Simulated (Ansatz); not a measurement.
In11As10H28, a nanocrystal cut from wurtzite InAs (hydrogen-capped). The state is a doublet with charge 0. Geometry PBE-D4/def2-SVP, that of the charge -1 singlet; atoms count from 1.

```xyz
49

In    3.839   -0.653   -2.852
As    2.087    0.507   -4.655
In    3.502   -2.061    0.976
As    3.291   -0.520    3.176
As    2.082   -0.783   -0.841
In    1.393    1.611    0.119
In   -0.483    1.161   -4.116
As   -0.243    2.550   -1.856
In    0.959    0.327    4.397
As   -0.205    1.352    2.214
In   -0.813    3.770    3.165
In   -2.757    3.215   -1.247
As   -2.392    4.610    1.035
As    1.979   -4.173    1.738
In    0.041   -2.381   -1.424
As   -1.534   -1.081   -3.170
In   -0.673   -4.338    2.518
As   -1.458   -2.433    0.793
In   -2.365   -0.098    1.760
In   -4.149   -0.838   -2.474
As   -3.645    0.860   -0.420
H     5.053    0.575   -2.585
H     4.145   -2.240   -3.519
H     2.700    1.776   -5.255
H     2.061   -0.269   -5.975
H     5.143   -2.577    0.650
H     4.080    0.725    2.769
H     4.337   -1.031    4.175
H     2.743    2.709    0.314
H    -1.257    1.961   -5.463
H     0.374    3.872   -2.328
H     1.491    1.617    5.460
H     0.232   -1.171    4.921
H     0.547    4.866    3.083
H    -1.943    3.671    4.496
H    -3.645    4.097   -2.466
H    -1.978    6.010    0.569
H    -3.794    5.030    1.489
H     2.869   -5.002    2.672
H     2.134   -5.109    0.538
H     0.522   -3.971   -1.984
H    -1.526   -1.990   -4.404
H    -0.660   -3.799    4.173
H    -1.185   -5.913    1.955
H    -2.743   -3.046    0.224
H    -3.465   -0.291    3.107
H    -4.973    0.045   -3.741
H    -4.679   -2.372   -1.820
H    -5.038    1.222    0.109
```

In the def2 sets In takes a core potential; there is no spin–orbit coupling. Single mean-field runs in def2-TZVP are fitted with def2-universal-jkfit.

(1) Estimate the Mulliken populations of the heavy atoms from the PBE0/def2-TZVP orbitals of Ansatz.

(2) Where does the spin sit?

(3) And the Mayer bond orders between heavy atoms (over 0.3)?

## Answers

(1) 
```json
{"atom": "In1", "charge (e)": "0.42", "spin (α − β)": "0.04"}
{"atom": "As2", "charge (e)": "-0.39", "spin (α − β)": "0.00"}
{"atom": "In3", "charge (e)": "0.64", "spin (α − β)": "-0.02"}
{"atom": "As4", "charge (e)": "-0.41", "spin (α − β)": "0.06"}
{"atom": "As5", "charge (e)": "-0.88", "spin (α − β)": "0.26"}
{"atom": "In6", "charge (e)": "0.66", "spin (α − β)": "-0.02"}
{"atom": "In7", "charge (e)": "0.58", "spin (α − β)": "0.00"}
{"atom": "As8", "charge (e)": "-0.63", "spin (α − β)": "0.01"}
{"atom": "In9", "charge (e)": "0.45", "spin (α − β)": "-0.02"}
{"atom": "As10", "charge (e)": "-0.85", "spin (α − β)": "0.32"}
{"atom": "In11", "charge (e)": "0.42", "spin (α − β)": "0.05"}
{"atom": "In12", "charge (e)": "0.57", "spin (α − β)": "0.00"}
{"atom": "As13", "charge (e)": "-0.39", "spin (α − β)": "0.00"}
{"atom": "As14", "charge (e)": "-0.43", "spin (α − β)": "0.01"}
{"atom": "In15", "charge (e)": "0.61", "spin (α − β)": "-0.02"}
{"atom": "As16", "charge (e)": "-0.61", "spin (α − β)": "0.00"}
{"atom": "In17", "charge (e)": "0.43", "spin (α − β)": "-0.01"}
{"atom": "As18", "charge (e)": "-0.62", "spin (α − β)": "0.13"}
{"atom": "In19", "charge (e)": "0.63", "spin (α − β)": "-0.02"}
{"atom": "In20", "charge (e)": "0.40", "spin (α − β)": "0.00"}
{"atom": "As21", "charge (e)": "-0.60", "spin (α − β)": "0.00"}
```
Mulliken values depend strongly on the basis.

(2) Summed by element: In -0.01, As 0.81, H 0.19, of 1 unpaired in all. Largest on single atoms: As10 0.32, As5 0.26, As18 0.13.

(3) In1–As2 0.56 (2.77 Å); In1–As5 0.55 (2.67 Å); As2–In7 0.61 (2.71 Å); In3–As4 0.61 (2.69 Å); In3–As5 0.69 (2.64 Å); In3–As14 0.64 (2.71 Å); As4–In9 0.49 (2.77 Å); As5–In6 0.60 (2.67 Å); As5–In15 0.64 (2.66 Å); In6–As8 0.60 (2.73 Å); In6–As10 0.62 (2.65 Å); In7–As8 0.65 (2.66 Å); In7–As16 0.71 (2.65 Å); As8–In12 0.65 (2.67 Å); In9–As10 0.60 (2.68 Å); As10–In11 0.54 (2.67 Å); As10–In19 0.67 (2.64 Å); In11–As13 0.54 (2.78 Å); In12–As13 0.62 (2.70 Å); In12–As21 0.71 (2.65 Å); As14–In17 0.50 (2.77 Å); In15–As16 0.66 (2.69 Å); In15–As18 0.63 (2.68 Å); As16–In20 0.58 (2.72 Å); In17–As18 0.60 (2.69 Å); As18–In19 0.60 (2.69 Å); In19–As21 0.65 (2.70 Å); In20–As21 0.59 (2.71 Å).
